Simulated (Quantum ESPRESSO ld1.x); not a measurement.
Values are calculated unless marked as measured or tabulated.
Question: The mean radii <r> (bohr) of the occupied orbitals of an atom or ion are listed with their occupations. Code: ld1.x of Quantum ESPRESSO 7.5. Model: scalar-relativistic Kohn-Sham, exchange-only B88, spin-unpolarised, spherical densities, point nucleus.

orbital  occ.      <r>
1s          2  0.03344
2s          2   0.1457
2p          6   0.1269
3s          2   0.4028
3p          6   0.4031
3d         10   0.3842
4s          2    1.018
4p          6    1.128
4d          7    1.722
5s          1    3.462

Name the element and its charge.

Answer: Z = 44, ruthenium, charge 0: Ru in [Kr] 4d7 5s1. The 1s radius gives Z: for a bare nucleus <r> = (2 gamma + 1)/(2Z) with gamma = sqrt(1 - (Z/c)^2), 0.03289 bohr for Z = 44, and screening makes it slightly larger (0.03344 here). The occupations add up to 44, and the charge is Z minus that.
